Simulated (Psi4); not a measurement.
Psi4 input (wB97X-D/6-31G*):

```
memory 1500 MB

molecule {
0 2
C     0.12026251   -1.86660365   -0.24068930
C    -0.24383394   -0.44652703   -0.03073980
O     0.86067522    0.30643938    0.49835078
C     1.01532803    0.20386912    1.89865822
O    -0.58768795    0.10541032   -1.25763867
C    -1.09991473    1.42722792   -1.17890027
H     0.08394055   -2.56965841    0.57797369
H     0.57510914   -2.15559629   -1.17670378
H    -1.07790458   -0.34562818    0.68686364
H     1.30728189   -0.80540919    2.20920667
H     0.09188384    0.47899737    2.42451049
H     1.80468802    0.89788059    2.18243684
H    -1.96986888    1.46822299   -0.51201636
H    -1.40818667    1.70196452   -2.18553020
H    -0.34189259    2.12663083   -0.82241116
symmetry c1
no_reorient
no_com
}

set {
  basis 6-31G*
  reference uks
  scf_type pk
  dft_radial_points 99
  dft_spherical_points 590
  e_convergence 1e-8
  d_convergence 1e-7
  maxiter 150
}

e = energy('wb97x-d')
print_out(f'\nFINAL {e:.10f} DIPOLE {variable("CURRENT DIPOLE")[0]:.6f} {variable("CURRENT DIPOLE")[1]:.6f} {variable("CURRENT DIPOLE")[2]:.6f}\n')
```

Output:

```
   => Loading Basis Set <=

    Name: 6-31G*
    Role: ORBITAL
    Keyword: BASIS
    atoms 1-2, 4, 6 entry C          line   111 file 6-31gs.gbs
    atoms 3, 5      entry O          line   145 file 6-31gs.gbs
    atoms 7-15      entry H          line    44 file 6-31gs.gbs

   => WB97X-D: Empirical Dispersion <=

    Chai and Head-Gordon Dispersion Correction
    Chai, J.-D.; Head-Gordon, M. (2010), J. Chem. Phys., 132: 6615-6620

        s6 =       1.000000

         ---------------------------------------------------------
                                   SCF
               by Justin Turney, Rob Parrish, Andy Simmonett
                          and Daniel G. A. Smith
                              UKS Reference
         ---------------------------------------------------------

  ==> Geometry <==

    Molecular point group: c1
    Full point group: C1

    Geometry (in Angstrom), charge = 0, multiplicity = 2:

       Center              X                  Y                   Z               Mass
    ------------   -----------------  -----------------  -----------------  -----------------
         C            0.120262510000    -1.866603650000    -0.240689300000    12.000000000000
         C           -0.243833940000    -0.446527030000    -0.030739800000    12.000000000000
         O            0.860675220000     0.306439380000     0.498350780000    15.994914619570
         C            1.015328030000     0.203869120000     1.898658220000    12.000000000000
         O           -0.587687950000     0.105410320000    -1.257638670000    15.994914619570
         C           -1.099914730000     1.427227920000    -1.178900270000    12.000000000000
         H            0.083940550000    -2.569658410000     0.577973690000     1.007825032230
         H            0.575109140000    -2.155596290000    -1.176703780000     1.007825032230
         H           -1.077904580000    -0.345628180000     0.686863640000     1.007825032230
         H            1.307281890000    -0.805409190000     2.209206670000     1.007825032230
         H            0.091883840000     0.478997370000     2.424510490000     1.007825032230
         H            1.804688020000     0.897880590000     2.182436840000     1.007825032230
         H           -1.969868880000     1.468222990000    -0.512016360000     1.007825032230
         H           -1.408186670000     1.701964520000    -2.185530200000     1.007825032230
         H           -0.341892590000     2.126630830000    -0.822411160000     1.007825032230

  Running in c1 symmetry.

  Rotational constants: A =      0.17035  B =      0.09500  C =      0.06655 [cm^-1]
  Rotational constants: A =   5106.82206  B =   2847.89753  C =   1995.24071 [MHz]
  Nuclear repulsion =  257.639575527648333

  Charge       = 0
  Multiplicity = 2
  Electrons    = 49
  Nalpha       = 25
  Nbeta        = 24

[...]
      92A      2.422243    93A      2.456572    94A      2.499458
      95A      2.588037    96A      2.649492    97A      2.669076
      98A      2.741729    99A      2.897370   100A      2.939429
     101A      3.049278   102A      3.095050   103A      3.993420
     104A      4.105367   105A      4.276639   106A      4.345691
     107A      4.374128   108A      4.575329

    Beta Occupied:

       1A    -19.273782     2A    -19.267967     3A    -10.394640
       4A    -10.336930     5A    -10.331083     6A    -10.291843
       7A     -1.164162     8A     -1.101383     9A     -0.848122
      10A     -0.776142    11A     -0.755037    12A     -0.674354
      13A     -0.597846    14A     -0.583980    15A     -0.559038
      16A     -0.525885    17A     -0.514625    18A     -0.503845
      19A     -0.477246    20A     -0.462789    21A     -0.409684
      22A     -0.402662    23A     -0.349400    24A     -0.337678

    Beta Virtual:

      25A      0.018086    26A      0.173331    27A      0.203611
      28A      0.220381    29A      0.230646    30A      0.235494
      31A      0.246402    32A      0.254928    33A      0.259779
      34A      0.273988    35A      0.285480    36A      0.298289
      37A      0.339903    38A      0.362500    39A      0.391035
      40A      0.584870    41A      0.609044    42A      0.626182
      43A      0.639520    44A      0.663386    45A      0.671205
      46A      0.691963    47A      0.714816    48A      0.733720
      49A      0.745820    50A      0.812275    51A      0.880293
      52A      0.887015    53A      0.924822    54A      0.953964
      55A      0.962075    56A      0.971843    57A      0.977743
      58A      1.009935    59A      1.028120    60A      1.046986
      61A      1.056132    62A      1.074121    63A      1.098987
      64A      1.139390    65A      1.233785    66A      1.271082
      67A      1.335994    68A      1.346521    69A      1.391143
      70A      1.470096    71A      1.522646    72A      1.556693
      73A      1.612298    74A      1.666645    75A      1.724723
      76A      1.765445    77A      1.799728    78A      1.924466
      79A      1.941512    80A      1.981372    81A      2.046207
      82A      2.121654    83A      2.134200    84A      2.159737
      85A      2.169876    86A      2.181038    87A      2.228250
      88A      2.245282    89A      2.269845    90A      2.308403
      91A      2.339023    92A      2.428069    93A      2.459949
      94A      2.501658    95A      2.599493    96A      2.654752
      97A      2.672115    98A      2.747996    99A      2.900406
     100A      2.940355   101A      3.052107   102A      3.096589
     103A      3.997822   104A      4.110711   105A      4.309696
     106A      4.346419   107A      4.377811   108A      4.580597

    Final Occupation by Irrep:
              A
    DOCC [    24 ]
    SOCC [     1 ]
    NA   [    25 ]
    NB   [    24 ]

  @UKS Final Energy:  -308.09405404716222

   => Energetics <=

    Nuclear Repulsion Energy =            257.6395755276483328
    One-Electron Energy =                -929.4998273233951522
    Two-Electron Energy =                 392.7965801386347380
    DFT Exchange-Correlation Energy =     -29.0241236575866957
    Empirical Dispersion Energy =          -0.0062587324635195
    VV10 Nonlocal Energy =                  0.0000000000000000
    Total Energy =                       -308.0940540471622171

  UHF NO Occupations:
  HONO-2 :   23  A 1.9996676
  HONO-1 :   24  A 1.9987393
  HONO-0 :   25  A 1.0000000
  LUNO+0 :   26  A 0.0012607
  LUNO+1 :   27  A 0.0003324
  LUNO+2 :   28  A 0.0003201
  LUNO+3 :   29  A 0.0002560

Computation Completed

Properties will be evaluated at   0.000000,   0.000000,   0.000000 [a0]

Properties computed using the SCF density matrix

 Multipole Moments:

 ------------------------------------------------------------------------------------
     Multipole            Electronic (a.u.)      Nuclear  (a.u.)        Total (a.u.)
 ------------------------------------------------------------------------------------

 L = 1.  Multiply by 2.5417464519 to convert [e a0] to [Debye]
 Dipole X            :         -0.2828972            0.0000002           -0.2828970
 Dipole Y            :          0.0567263           -0.0000000            0.0567263
 Dipole Z            :          0.7025126           -0.0000004            0.7025122
 Magnitude           :                                                    0.7594551

 ------------------------------------------------------------------------------------

FINAL -308.0940540472 DIPOLE -0.282897 0.056726 0.702512

*** Psi4 exiting successfully. Buy a developer a beer!
```

The geometry given is a B3LYP-D3(BJ)/def2-TZVP minimum.
